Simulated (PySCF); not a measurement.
hexafluoroethane (C$_{2}$F$_{6}$), singlet, geometry from GFN2-xTB. Base run: R2SCAN/STO-3G (PySCF).

The PySCF input:
```python
from pyscf import gto, scf, dft

mol = gto.M(
    atom='''
F     1.404115   -0.282840   -1.021312
C     0.767125   -0.061688    0.122481
F     1.243441    1.055497    0.659089
F     1.026413   -1.068100    0.948818
C    -0.767125    0.061688   -0.122481
F    -1.026413    1.068100   -0.948818
F    -1.243441   -1.055497   -0.659089
F    -1.404115    0.282840    1.021312
''',
    basis='sto-3g',
    charge=0,
    spin=0,
    verbose=4,
)

mf = dft.RKS(mol)
mf.xc = 'r2scan'
mf.kernel()
mf.analyze()
```

Variants of this job, named by their change:

```
change                                     ΔE vs base (µEh)  grid points  electrons on the grid
-----------------------------------------  ----------------  -----------  ---------------------
base                                                    0.0       113808               66.00002
grids.atom_grid = (99, 590)                             434       254280               66.00000
grids.level = 4                                         398       230232               66.00000
grids.prune = dft.gen_grid.treutler_prune              -0.4        99408               66.00003
grids.level = 2                                        -703        92040               66.00002
grids.radi_method = mura_knowles                        305       109056               66.00002
grids.radi_method = delley                              400       121080               66.00002
grids.level = 1                                       -1164        42160               65.99982
grids.becke_scheme = stratmann                         11.4       113808               66.00000
grids.atom_grid = (50, 194)                            3218        52640               65.99983
grids.level = 7                                         419       706968               66.00000
```
